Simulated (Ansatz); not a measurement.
Reaction (cleavage of the Si–Ge bond): `[OH][GeH2][SiH3]` + `C[SiH2]BO` → `C[SiH2]BO[SiH3]` + `[OH][GeH3]`

Program: Ansatz. Geometries: PBE0-D4/def2-TZVP. ΔE: electronic, gas phase. CBS: MP2 limit from def2 TZ/QZ plus the TZ coupled-cluster correction, frozen cores. Functionals use def2-TZVPP. B3LYP here is the variant with VWN-RPA as its local correlation; programs differ in this. For Ge outer-core shells are correlated without core-valence functions, which leaves a few kJ/mol of doubt a bond. Scalar relativity is left out up to krypton. Each species was taken in one conformer, which may not be the lowest.

```csv
level,ΔE (kJ/mol),difference from CCSD(T)/CBS
r2SCAN-D4,-59.5,6.8
B3LYP-D4,-65.5,0.8
ωB97M-V,-66.3,0.0
B2PLYP,-69.9,-3.6
PBE,-42.8,23.5
r2SCAN,-59.3,7.0
PBE0,-50.9,15.4
B3LYP,-65.7,0.6
HF/def2-TZVPP,-92.4,-26.1
MP2/def2-TZVPP,-72.3,-6.0
SCS-MP2/def2-TZVPP,-77.2,-10.9
CCSD/def2-TZVPP,-69.8,-3.5
MP2/def2-QZVPP,-72.9,-6.6
SCS-MP2/def2-QZVPP,-77.9,-11.6
HF/CBS(def2),-95.5,-29.2
MP2/CBS(def2),-71.7,-5.4
CCSD(T)/CBS,-66.3,0
```

Largest T1 diagnostic among the species: 0.013.

From PBE to PBE0 (25 % exact exchange), in def2-TZVPP and without D4, ΔE moves by −8.1 kJ/mol. In def2-TZVPP, CCSD(T) changes the Hartree–Fock value by +25.6 kJ/mol (the triples alone add +3.0 kJ/mol) and MP2 by +20.2 kJ/mol.
